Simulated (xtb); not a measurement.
HO4Re, singlet, geometry from GFN2-xTB (such geometries of metal compounds can be far from the true shape); GFN1-xTB (xtb).

Input for xtb:
```
$ xtb mol.xyz --gfn 1 --etemp 10000 --json

# file mol.xyz
6

Re     0.00720066    -0.00566485    -0.00452696
O      0.99984338     0.87729986    -1.01190406
O      1.02680502    -0.75889430     1.07844451
O     -0.61787859    -1.22670310    -0.95221699
O     -1.23740653     0.97348381     0.77794252
H     -1.91095539     1.50337347     1.20139455
```

Task: What does xtb print? Leave out banner, timings and long lists.

Result: 
```
   ID    Z sym.   atoms
    1   75 Re     1
    2    8 O      2-5
    3    1 H      6

           -------------------------------------------------
          |                Calculation Setup                |
           -------------------------------------------------

           -------------------------------------------------
          |                 G F N 1 - x T B                 |
           -------------------------------------------------

          ...................................................
          :                      SETUP                      :
          :.................................................:
          :  # basis functions                  28          :
          :  # atomic orbitals                  27          :
          :  # shells                           13          :
          :  # electrons                        32          :
          :  # halogen bonds                     0          :
          :  max. iterations                   250          :
          :  Hamiltonian                  GFN1-xTB          :
          :  restarted?                      false          :
          :  GBSA solvation                  false          :
          :  PC potential                    false          :
          :  electronic temp.        10000.0000000     K    :
          :  accuracy                    1.0000000          :
          :  -> integral cutoff          0.2500000E+02      :
          :  -> integral neglect         0.1000000E-07      :
          :  -> SCF convergence          0.1000000E-05 Eh   :
          :  -> wf. convergence          0.2000000E-04 e    :
          :  Broyden damping             0.4000000          :
          :  net charge                          0          :
          :  unpaired electrons                  0          :
          ...................................................

 iter      E             dE          RMSdq      gap      omega  full diag
   1    -21.1659016 -0.211659E+02  0.112E+01    3.38       0.0  T
   2    -19.6436952  0.152221E+01  0.161E+01    7.63       1.0  T
   3    -21.6782859 -0.203459E+01  0.397E+00    4.31       1.0  T
   4    -21.6120086  0.662774E-01  0.283E+00    4.16       1.0  T
   5    -21.6746733 -0.626648E-01  0.132E+00    4.08       1.0  T
   6    -21.6873963 -0.127230E-01  0.262E-01    4.31       1.0  T
   7    -21.6877737 -0.377361E-03  0.149E-01    4.25       1.0  T
   8    -21.6879364 -0.162688E-03  0.840E-03    4.27       4.9  T
   9    -21.6879367 -0.302808E-06  0.470E-03    4.27       8.7  T
  10    -21.6879368 -0.155325E-06  0.905E-04    4.27      45.1  T
  11    -21.6879368 -0.237202E-08  0.734E-04    4.27      55.6  T
  12    -21.6879368 -0.373714E-08  0.136E-04    4.27     300.7  T
  13    -21.6879368 -0.117005E-09  0.324E-05    4.27    1259.1  T

   *** convergence criteria satisfied after 13 iterations ***

         :::::::::::::::::::::::::::::::::::::::::::::::::::::
         ::                     SUMMARY                     ::
         :::::::::::::::::::::::::::::::::::::::::::::::::::::
         :: total energy             -21.577369901513 Eh    ::
         :: gradient norm              0.049129807009 Eh/a0 ::
         :: HOMO-LUMO gap              4.274369153646 eV    ::
         ::.................................................::
         :: SCC energy               -21.687936815276 Eh    ::
         :: -> electrostatic           0.244725709967 Eh    ::
         :: repulsion energy           0.112277420364 Eh    ::
         :: dispersion energy         -0.001710506601 Eh    ::
         :: halogen bond corr.         0.000000000000 Eh    ::
         :: add. restraining           0.000000000000 Eh    ::
         :: total charge               0.000000000001 e     ::
         :::::::::::::::::::::::::::::::::::::::::::::::::::::

           -------------------------------------------------
          |                Property Printout                |
           -------------------------------------------------

    * Orbital Energies and Occupations

         #    Occupation            Energy/Eh            Energy/eV
      -------------------------------------------------------------
         1        2.0000           -0.8865201             -24.1234
       ...           ...                  ...                  ...
         4        1.9999           -0.8137060             -22.1421
         5        1.9987           -0.7194234             -19.5765
         6        1.9914           -0.6601571             -17.9638
         7        1.9914           -0.6601571             -17.9638
         8        1.9885           -0.6507470             -17.7077
         9        1.9885           -0.6507470             -17.7077
        10        1.9874           -0.6479592             -17.6319
        11        1.9682           -0.6183351             -16.8258
        12        1.9546           -0.6068216             -16.5125
        13        1.9546           -0.6068216             -16.5125
        14        1.9179           -0.5874301             -15.9848
        15        1.9179           -0.5874301             -15.9848
        16        1.8838           -0.5758547             -15.6698 (HOMO)
        17        0.2041           -0.4187745             -11.3954 (LUMO)
        18        0.2041           -0.4187745             -11.3954
        19        0.0267           -0.3513259              -9.5601
        20        0.0111           -0.3232727              -8.7967
        21        0.0111           -0.3232727              -8.7967
        22        0.0002           -0.1914520              -5.2097
        23        0.0000            0.0013833               0.0376
        24        0.0000            0.0013833               0.0376
        25        0.0000            0.0340228               0.9258
        26                          0.3192303               8.6867
        27                          0.5573970              15.1675
      -------------------------------------------------------------
                  HL-Gap            0.1570802 Eh            4.2744 eV
             Fermi-level           -0.4876427 Eh          -13.2694 eV

  Mulliken/CM5 charges         n(s)   n(p)   n(d)
     1Re    1.28987  2.07135   0.594  0.966  4.149
     2O    -0.39436 -0.60128   1.720  4.674  0.000
     3O    -0.39436 -0.60128   1.720  4.674  0.000
     4O    -0.39436 -0.60128   1.720  4.674  0.000
     5O    -0.53958 -0.87016   1.689  4.850  0.000
     6H     0.43280  0.60264   0.567  0.000  0.000

Wiberg/Mayer (AO) data.
largest (>0.10) Wiberg bond orders for each atom

 ---------------------------------------------------------------------------
     #   Z sym  total        # sym  WBO       # sym  WBO       # sym  WBO
 ---------------------------------------------------------------------------
     1  75 Re   6.568 --     2 O    1.812     4 O    1.812     3 O    1.812
                             5 O    1.106
     2   8 O    2.153 --     1 Re   1.812     4 O    0.131     3 O    0.131
     3   8 O    2.153 --     1 Re   1.812     2 O    0.131     4 O    0.131
     4   8 O    2.153 --     1 Re   1.812     2 O    0.131     3 O    0.131
     5   8 O    2.095 --     1 Re   1.106     6 H    0.764
     6   1 H    0.808 --     5 O    0.764
 ---------------------------------------------------------------------------

Topologies differ in total number of bonds
Writing topology from bond orders to xtbtopo.mol

 dipole moment from electron density (au)
     X       Y       Z
  -1.9813   1.5587   1.2456  total (Debye):    7.147

           -------------------------------------------------
          | TOTAL ENERGY              -21.577369901513 Eh   |
          | GRADIENT NORM               0.049129807009 Eh/α |
          | HOMO-LUMO GAP               4.274369153646 eV   |
           -------------------------------------------------

normal termination of xtb
```
